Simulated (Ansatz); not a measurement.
`NC(S)O[SiH3]` + `[SiH3]Cl` → `NC(S)[SiH2]Cl` + `O[SiH3]`  (formal exchange of groups at a C–O bond)

Program: Ansatz. Geometries: PBE0-D4/def2-TZVP. ΔE: electronic, gas phase. CBS: MP2 limit from def2 TZ/QZ plus the TZ coupled-cluster correction, frozen cores. This one scheme is used for every species. DFT in def2-TZVPP. One conformer a species, not always the lowest.

```json
{"level": "ωB97M-V", "ΔE (kcal/mol)": "-10.1"}
{"level": "B2PLYP", "ΔE (kcal/mol)": "-9.7"}
{"level": "PBE", "ΔE (kcal/mol)": "-10.2"}
{"level": "PBE0", "ΔE (kcal/mol)": "-10.1"}
```

Problem. What does CCSD(T)/CBS give? (Best estimate.)

Solution. Ansatz gave: -11.4 kcal/mol. The listed levels differ from it by 1.3, 1.7, 1.2, 1.3 kcal/mol.

Largest T1 diagnostic among the species: 0.012.

In def2-TZVPP, CCSD(T) changes the Hartree–Fock value by −3.4 kcal/mol (the triples alone add −0.2 kcal/mol) and MP2 by −5.3 kcal/mol.
